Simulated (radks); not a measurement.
Values are calculated unless marked as measured or tabulated.
Question: The mean radii <r> (bohr) of the occupied orbitals of an atom or ion are listed with their occupations. Code: a radial shooting solver on a logarithmic mesh with Libxc functionals. Model: Dirac Kohn-Sham, HCTH/407, spin-unpolarised, spherical densities, point nucleus.

| orbital | occ. | <r> |
|---|---|---|
| 1s1/2 | 2 | 0.2290 |
| 2s1/2 | 2 | 1.169 |
| 2p1/2 | 1 | 1.142 |

Name the element and its charge. Open shells, if any, fill j = l - 1/2 first.

Answer: Z = 7, nitrogen, charge +2: N2+ in [He] 2s2 2p1. The 1s radius gives Z: for a bare nucleus <r> = (2 gamma + 1)/(2Z) with gamma = sqrt(1 - (Z/c)^2), 0.2141 bohr for Z = 7, and screening makes it slightly larger (0.2290 here). The occupations add up to 5, and the charge is Z minus that.
